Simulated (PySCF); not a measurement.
**Working with the constants of GeN**

ROHF-CCSD(T) constants of GeN, ²Π (doublet), unpaired electrons π ↑ (PySCF, no relativity, basis sets Ge def2-TZVPP, N def2-TZVPP; masses 73.9212 and 14.0031 u):

* ωe: 827.6 cm⁻¹
* ωexe: 4.71 cm⁻¹
* Be: 0.46316 cm⁻¹
* αe: 0.00341 cm⁻¹
* De to Ge + N: 3.34 eV

(1) What force constant and bond length do these constants imply?

(2) Estimate the centrifugal constant D from the Kratzer relation and find the Dunham coefficient a1.

Correlated steps freeze 10 core orbitals. Spin–orbit coupling is left out. The state was picked by a PBE0 search and need not be the measured ground state.

Results:

(1) Reduced mass μred = 11.773 u; k = 5.8918×10⁻⁷·μred·ωe² (u, cm⁻¹, mdyn/Å) = 4.75 mdyn/Å; Re = √(16.8576/(μred·Be)) (u, cm⁻¹, Å) = 1.758 Å.

(2) D = 4Be³/ωe² = 5.8e-07 cm⁻¹; a1 = −1 − αeωe/(6Be²) = -3.19.
